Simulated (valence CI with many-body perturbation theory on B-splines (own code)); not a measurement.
Results of a calculation; reference values are marked as such.
## Tm30+ in three bases

Level of theory: relativistic CI+MBPT: three valence electrons over a frozen Dirac-Fock core [Kr], a basis of 7 s, 7 p, 8 d, 6 f, 4 g, 1 h functions for each j, with the one-electron correlation potential Σ1 (screened to all orders), the two-electron term Σ2, the three-electron term Σ3, Breit, model QED; selected single and double excitations, second order for the rest, scaled by the run's own slope (own B-spline code, finite nucleus).

No measured spectrum was set against this ion. As an estimate, large intervals hold to a few tenths of a per cent, small ones and those within an open d or f shell to about a per cent. Only levels of the ground parity were solved; by the run's estimate the other parity begins above the list, which can be wrong where configurations are misplaced.

The reference run has the lowest level (4d3/2^3) J=3/2 and an ionisation energy of 1158.55 eV. Its largest variational space holds 5010 state functions.

Levels are named by their leading jj configuration (3d3/2^4 stands for four electrons in 3d with j = 3/2), which in mixed levels can hold well under half, so a name can repeat and another be missing. Letters in brackets count levels of one name in rising energy.

Changed runs:
A. basis 6 s, 6 p, 5 d, 5 f, 1 g
B. basis 5 s, 5 p, 4 d, 4 f

Excitation energies of the reference run in cm⁻¹, and shifts in cm⁻¹:

```tsv
Level	Reference	A	B
(4d3/2^2 4d5/2) J=5/2 [a]	76663	-132	-390
(4d3/2^2 4d5/2) J=3/2	95458	-56	+106
(4d3/2^2 4d5/2) J=7/2	102597	-27	+54
(4d3/2^2 4d5/2) J=9/2	106886	+34	+325
(4d3/2^2 4d5/2) J=1/2	108685	-39	+263
(4d3/2^2 4d5/2) J=5/2 [b]	160423	+21	+456
(4d3/2 4d5/2^2) J=7/2 [a]	180580	-54	-66
(4d3/2 4d5/2^2) J=9/2	191023	-77	-19
(4d3/2 4d5/2^2) J=3/2 [a]	203989	-4.6	+145
(4d3/2 4d5/2^2) J=1/2	211563	+29	+520
(4d3/2 4d5/2^2) J=11/2	218454	+47	+597
(4d3/2 4d5/2^2) J=5/2 [a]	221212	+53	+598
Ionisation energy (eV)	1158.55	-0.039	-0.10
```
